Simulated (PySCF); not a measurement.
From computed data to an observable: refractive index and permittivity of the vapour

AlF2H4NO2Si, SMILES [Al]([OH])([NH][SiH](F)F)[OH].

Geometry optimised at B3LYP-D3(BJ)/def2-SVP. The structure was generated by enumeration; whether it is a known compound was not checked. Other conformers were not sampled.

PBE/def2-TZVP in PySCF gives a mean static polarisability of 59.9 bohr³ and a dipole moment of 3.27 D. Take an ideal gas at 298.15 K and 0.1 bar, whether or not the substance is that volatile.

Work out n − 1 in the optical limit and the static ε − 1.


Polarisability volume α' = 59.9 × 0.148185 = 8.88 Å³. Number density N = p/kT = 2.43e-6 Å⁻³.
Dilute limit of Lorentz–Lorenz: n − 1 = 2π N α' = 0.00014.
Orientation term of Debye: μ²/(3kT) = 8.098 Å³ × μ²(D²) = 86.59 Å³.
ε − 1 = 4π N (α' + μ²/3kT) = 0.0029. Orientation of the dipole supplies 91 % of the static response; it can't follow optical fields. Vibrational polarisation and dispersion are left out.
